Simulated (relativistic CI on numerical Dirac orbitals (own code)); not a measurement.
# Transition arrays of Tb²³⁺

These numbers are calculated, not measured: Dirac-Coulomb-Breit CI, orbitals from a KLI potential per configuration, model QED, valence Slater integrals scaled by 0.9, whole transition arrays (own radial code, finite nucleus).

CI space (outside the closed core [Ar] 3d10 4s2): 4p6 4d6, 4p6 4d5 4f, 4p5 4d7, 4p6 4d5 5p, 4p6 4d5 5f. Levels of other configurations are missing.

All E1 lines from the levels of 4p6 4d6; mean and standard deviation are weighted by gf, and upper levels are sorted by their leading configuration.

| Upper configuration | Lines | Σgf | Mean (eV) | Mean (nm) | σ (eV) | Strongest line (nm) |
| --- | --- | --- | --- | --- | --- | --- |
| 4p6 4d5 4f | 5953 | 1088.2 | 185.56 | 6.681 | 7.68 | 6.626 |
| 4p5 4d7 | 1235 | 248.0 | 190.02 | 6.525 | 14.81 | 6.347 |
| 4p6 4d5 5p | 3245 | 125.1 | 287.31 | 4.315 | 5.06 | 4.300 |
| 4p6 4d5 5f | 5470 | 234.8 | 410.97 | 3.017 | 4.84 | 2.989 |

Σgf per state of the lower configuration in bins of 0.2 nm over the central range (centre: value): 2.9: 0.43, 3.1: 0.69, 4.1: 0.04, 4.3: 0.49, 4.5: 0.06, 6.1: 0.11, 6.3: 0.69, 6.5: 1.51, 6.7: 3.49, 6.9: 0.18, 7.1: 0.06, 7.7: 0.05.

**Question.** How do configuration mixing and the scaling of the Slater integrals move the arrays?

**Answer.** Slater scale 0.9, no configuration mixing: 4p6 4d5 4f 178.7 ± 7.5 eV (Σgf 855.7), 4p5 4d7 164.1 ± 18.4 eV (Σgf 374.6), 4p6 4d5 5p 287.5 ± 5.0 eV (Σgf 143.1), 4p6 4d5 5f 410.9 ± 4.8 eV (Σgf 243.0); Slater scale 1: 4p6 4d5 4f 189.2 ± 7.8 eV (Σgf 1139.6), 4p5 4d7 192.5 ± 15.8 eV (Σgf 222.1), 4p6 4d5 5p 287.4 ± 5.3 eV (Σgf 122.7), 4p6 4d5 5f 411.0 ± 5.1 eV (Σgf 234.8); Slater scale 0.8: 4p6 4d5 4f 181.7 ± 7.6 eV (Σgf 981.3), 4p5 4d7 187.1 ± 13.0 eV (Σgf 329.6), 4p6 4d5 5p 287.2 ± 4.8 eV (Σgf 127.4), 4p6 4d5 5f 410.9 ± 4.6 eV (Σgf 234.9). With mixing, levels are counted to their leading configuration, so an array can shrink or vanish into another, and the sums then hold other lines.
